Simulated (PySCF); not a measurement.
# B(2+) (boron, charge +2): UHF calculation

Configuration: [He] 3d1, 2D determinant (an excited configuration). Calculation: PySCF 2.14, in x2c-QZVPPall with one added diffuse shell each of s, p, d, f type (8s5p4d3f1g, 73 functions); scalar relativity by spin-free X2C-1e.

```
Total energy                                                  : -22.492247 hartree
One-electron energy                                           : -26.0630 hartree
Hartree (Coulomb) energy                                      : 6.6130 hartree
Exchange energy                                               : -3.0423 hartree
⟨S²⟩                                                          : 0.7500
⟨L²⟩                                                          : 6.000
Sum of ⟨r⟩                                                    : 4.158 bohr
Sum of ⟨r²⟩                                                   : 14.44 bohr²
Traceless quadrupole moment −½Σ⟨3z² − r²⟩ along its main axis : 4.04 e·bohr²
Langevin diamagnetic susceptibility                           : -11.4 ×10⁻⁶ cm³/mol
```

```csv
shell,electrons,mean orbital energy (eV),"rms radius, mean of both spins (bohr)"
1s α,1,-250.64,0.377
1s β,1,-250.64,0.377
3d α,1,-13.601,3.76
```

The outer electron is Rydberg-like, and this basis confines it to a smaller radius and binds it less than a complete one would.

Spin-orbit constants ζ (cm⁻¹) from the X2C one-electron operator on these orbitals: bare nucleus, nucleus screened by l(l+1)(2l+1)/3 electrons, and screened by the Breit-Pauli mean field of the electrons.

```json
{"shell": "3d", "bare": "1.939", "screened nucleus": "1.164", "mean field": "1.099"}
```

To first order the Landé constant is A = 1.099 cm⁻¹, so the lowest level has J = 3/2 and lies 0.000204 eV below the centre of the term.
